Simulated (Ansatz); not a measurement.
Relaxation of AlBrCl$_{2}$H$_{2}$O (7 atoms, charge 0, multiplicity 1), to a largest force component of 0.03 eV/Å in at most 50 steps.

Method: RKS B3LYP-D4/def2-SVP (Ansatz 0.2.0).

```xyz
7
Properties=species:S:1:pos:R:3:forces:R:3
Al -0.453 -0.982 -0.098 0.47 1.29 1.49
Br 1.518 1.935 -1.259 -0.27 -0.34 0.90
Cl 1.022 -2.374 -0.554 0.01 -0.01 0.00
Cl -2.284 -0.926 -1.095 -0.03 0.01 -0.01
H 1.188 1.548 0.131 0.10 0.14 -0.77
O -0.130 0.120 1.292 -0.26 -1.11 -1.65
H -0.862 0.679 1.583 -0.01 0.02 0.02
```

Task: Where does it end, and by what steps?

Result: The forces met the threshold. After 21 steps the energy has fallen by 1.417 eV; H5 moved furthest, 1.24 Å. Parted: Br2–H5 (1.48 → 2.95 Å). Joined: Al1–Br2 (3.71 → 2.29 Å), H5–O6 (2.26 → 0.97 Å).

| step | energy less start (eV) | largest force component (eV/Å) | accepted |
| --- | --- | --- | --- |
| 0 | 0.0000 | 1.646 | yes |
| 1 | -0.1399 | 0.746 | yes |
| 2 | -0.1775 | 0.555 | yes |
| 3 | -0.2152 | 0.562 | yes |
| 4 | -0.2524 | 0.319 | yes |
| 5 | -0.2718 | 0.263 | yes |
| 6 | -0.2866 | 0.233 | yes |
| 7 | -0.2339 | 2.168 | no |
| 8 | -0.3259 | 0.336 | yes |
| 9 | -0.3973 | 0.717 | yes |
| 10 | -0.6131 | 1.426 | yes |
| 11 | -0.9696 | 1.213 | yes |
| 12 | -1.1678 | 3.263 | yes |
| 13 | -1.3321 | 0.803 | yes |
| 14 | -1.3636 | 1.328 | yes |
| 15 | -1.3964 | 0.595 | yes |
| 16 | -1.4095 | 0.072 | yes |
| 17 | -1.3681 | 0.639 | no |
| 18 | -1.4143 | 0.147 | yes |
| 19 | -1.4151 | 0.074 | yes |
| 20 | -1.4167 | 0.094 | yes |
| 21 | -1.4168 | 0.023 | yes |

```xyz
7
Properties=species:S:1:pos:R:3
Al 0.077 -0.473 -0.649
Br 1.186 1.200 -1.743
Cl 1.091 -2.300 -0.387
Cl -2.036 -0.564 -0.890
H 0.505 1.237 1.122
O 0.046 0.379 1.121
H -0.868 0.522 1.427
```

Run time: 54 s on 2 threads of Intel(R) Xeon(R) Platinum 8488C (Sapphire Rapids) (shared host), peak memory 0.29 GiB.
